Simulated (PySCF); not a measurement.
# Simulated absorption spectrum

Compound: C₇H₁₁NO.
SMILES: `C=CC(=C)C(=O)N(C)C`

Method: PySCF, TDDFT wB97X-D/def2-SVPD, vertical, gas phase, core orbitals frozen in the response. Isolated species at its PBE0-D3(BJ)/def2-SVP geometry (one conformer only). Torsions of this conformer, `[CH2:1]=[CH:2][C:3](=[CH2:4])[C:5](=[O:6])[N:7]([CH3:8])[CH3:9]`: C1–C2–C3–C4 -178°, C2–C3–C5–O6 -105°, C3–C5–N7–C8 7°.

Each state is given a Gaussian of 0.25 eV full width at half maximum, with ε(max) = 2.175×10⁸ f / Δν̃ (Δν̃ the width in cm⁻¹). The width is an assumption, not a result. The curve ends short of the highest state used, and states not computed would add to its high-energy end.

```csv
E (eV),ε (L mol⁻¹ cm⁻¹)
4.92,16
4.99,136
5.06,730
5.13,2537
5.20,5742
5.27,8587
5.35,8822
5.42,7563
5.49,7600
5.56,9939
5.63,13647
5.70,15864
5.77,15970
5.84,19081
5.91,27355
5.98,32195
6.05,25833
6.13,11926
6.20,3813
6.27,797
6.34,182
6.41,471
6.48,1799
6.55,4541
6.62,7462
6.69,8164
6.76,6719
6.83,6307
6.91,9877
6.98,15320
```

(1) Where are the band maxima, and which computed states make them?

(2) Does any computed singlet lie in the visible range?

(3) On this curve, what absorbance would a 10⁻⁴ mol/L sample give at 193 nm over a 1 cm path?

(4) Coming from long wavelengths, where does ε first pass 100 L mol⁻¹ cm⁻¹?

Results:

(1) 233 nm (5.31 eV), ε about 9100, made up of S1 (92%); 217 nm (5.72 eV), ε about 16000, made up of S3 (86%) and S4 (10%) (hardly more than a shoulder); 207 nm (5.98 eV), ε about 32000, made up of S4 (98%); 186 nm (6.67 eV), ε about 8300, made up of S5 (97%) (ε in L mol⁻¹ cm⁻¹; maxima over ε = 5, shares over 10%). At its high-energy end, 6.98 eV, the curve is still rising (ε about 15000, from S6, S7 and S8). The states used: S1 5.30 eV (f 0.079); S2 5.51 eV (f 0.038); S3 5.70 eV (f 0.130); S4 5.98 eV (f 0.294); S5 6.66 eV (f 0.075); S6 6.94 eV (f 0.043); S7 7.06 eV (f 0.093); S8 7.12 eV (f 0.075); S9 7.44 eV (f 0.014); S10 7.58 eV (f 0.020).

(2) No computed singlet lies in the visible range (380 to 750 nm); the lowest, at 234 nm, stands 2.03 eV above its violet end (3.26 eV); a Tamm–Dancoff triplet lies at 385 nm, without intensity as long as spin–orbit coupling is left out.

(3) 193 nm is 6.424 eV, where ε is about 630 L mol⁻¹ cm⁻¹, so A = ε c l ≈ 0.063 (Beer–Lambert, with the gas-phase spectrum and the assumed width).

(4) At about 249 nm (4.98 eV), 0.32 eV below S1.

All these states lie below the vertical ionisation energy of 8.75 eV (ΔSCF).

On one thread of an Arm Neoverse V2, on a shared host, this took 6.7 min.
